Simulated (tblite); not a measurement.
C5H12FNSi.
Numbering: `[CH3:1][CH2:2][C@@H:3]1[CH2:4][Si@H:5]([CH2:6][F:7])[NH:8]1` (hydrogens: H9, H10, H11 on C1; H12, H13 on C2; H14 on C3; H15, H16 on C4; H17 on Si5; H18, H19 on C6; H20 on N8)

Cartesian coordinates in Å at the GFN2-xTB level; atoms count from 1:
```xyz
20
C5H12FNSi angstrom
C      2.7854   -0.7360    0.2153
C      1.4544   -0.9425   -0.4964
C      0.6550    0.3498   -0.6030
C      0.0537    0.8703    0.7131
Si    -1.6327    0.9606   -0.1764
C     -3.1227   -0.1194    0.3494
F     -4.0348    0.6503    1.0444
N     -0.6153    0.1520   -1.2982
H      3.4108   -0.0409   -0.3408
H      3.3183   -1.6794    0.3082
H      2.6268   -0.3301    1.2112
H      1.6343   -1.3275   -1.5032
H      0.8517   -1.6785    0.0391
H      1.2667    1.1183   -1.0927
H      0.4812    1.8090    1.0474
H      0.1388    0.1471    1.5187
H     -2.1328    2.3153   -0.4438
H     -2.8598   -0.9516    1.0051
H     -3.6575   -0.5167   -0.5154
H     -0.6267   -0.0391   -2.2866
```

All values are computed: GFN2-xTB (tblite) harmonic vibrations without scaling, gas phase. The method is semi-empirical: single wavenumbers can be off by several per cent or more. Modes of hydrogen on silicon can be 10 to 20 % off. One conformer, not necessarily the lowest.

Harmonic wavenumbers (cm⁻¹): 30.4, 54.6, 89.5, 142.3, 177.4, 194.4, 236.6, 263.3, 396.3, 413.8, 447.2, 548.2, 565.5, 665.2, 706.3, 742.8, 760.5, 790.1, 818.0, 886.5, 934.5, 1001.4, 1016.1, 1032.6, 1047.2, 1097.1, 1130.6, 1150.3, 1185.3, 1199.3, 1221.7, 1241.8, 1274.5, 1286.3, 1320.2, 1354.4, 1412.8, 1445.2, 1467.5, 1493.7, 1501.8, 1506.4, 2216.2, 2874.3, 2963.7, 2964.9, 2969.8, 2984.9, 3023.5, 3031.5, 3036.0, 3043.0, 3044.3, 3461.2.

A = 4395, B = 728.7, C = 714.4 MHz; mass 133.072 u (most abundant isotopes); point group C1, symmetry number 1.

What is the zero-point energy?

Half the sum of the wavenumbers: 35931 cm⁻¹ = 429.83 kJ/mol.

Entropy at 298.15 K, 1 bar (ideal gas, RRHO, classical rotation)?

Translation 169.85, rotation 122.72, vibration 131.11: S = 423.7 J/(mol K).

And Cp and H(298.15 K) − H(0)?

Cp = 163.41 J/(mol K), of which vibrations give 130.16 (their classical limit is 54 R = 449.0); H(298.15 K) − H(0) = 29.68 kJ/mol without the zero-point energy, 19.76 from vibrations.

Which modes carry the vibrational entropy at 298.15 K?

30.4 cm⁻¹: 24.28; 54.6 cm⁻¹: 19.43; 89.5 cm⁻¹: 15.36; 142.3 cm⁻¹: 11.60; 177.4 cm⁻¹: 9.86; 194.4 cm⁻¹: 9.14 J/(mol K); the other 48 give 41.44 together.

Blend soft modes into free rotors: weight 1/[1 + (100 cm⁻¹/ν̃)⁴] for the oscillator and the rest for a rotor with moment μB/(μ + B), μ = h/(8π²ν), B = 10⁻⁴⁴ kg m². What vibrational entropy results?

117.25 J/(mol K) in place of 131.11, which changes −T·S at 298.15 K by +4.13 kJ/mol.

What must be added to the electronic energy to get the Gibbs energy at 298.15 K and 1 bar?

ZPE + [H(298.15 K) − H(0)] − T·S = 429.83 + 29.68 − 126.32 = 333.19 kJ/mol.

Hindered rotation and anharmonicity are outside this model. Other conformers, if any are populated, would add a mixing term that is left out. The structure is chiral; the term R ln 2 for an equal mix with its mirror image is left out.
